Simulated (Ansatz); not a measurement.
Process, species as SMILES: ClB(Cl)Br [bromo(dichloro)borane] → Cl[B]Br + Cl atom (the B-Cl bond at the site shown breaks; other sites are not compared here)
Structures are relaxed separately at B3LYP-D3(BJ)/def2-TZVP in Ansatz (a first-principles code). Frequencies are from Ansatz.

Wanted: bond dissociation energy (0 K, with B3LYP-D3(BJ) harmonic zero-point energies), in kJ/mol. Cores are frozen in the correlated levels unless marked. UHF or UKS for open shells. No spin-orbit coupling. Frozen are the shells of the preceding noble gas and the d and f shells that filled before the atom's block. No relativistic terms. CBS marks a two-point X^-3 extrapolation of the correlation energy; Hartree-Fock from the larger set.

```json
[
 {"level": "PBE-D3(BJ)/def2-TZVPD", "program": "Ansatz + dftd3", "bond dissociation energy (kJ/mol)": "491.2"},
 {"level": "r2SCANh/def2-TZVPD", "program": "Ansatz", "bond dissociation energy (kJ/mol)": "474.5"},
 {"level": "wB97X-V/def2-TZVPD", "program": "Ansatz", "bond dissociation energy (kJ/mol)": "493.2"}
]
```

Question: Estimate the value at CCSD(T)/CBS(def2-TZVPP,def2-QZVPP) as computed with Ansatz.

Answer: 492.2 kJ/mol, so wB97X-V/def2-TZVPD differs from it by 1.0 kJ/mol.
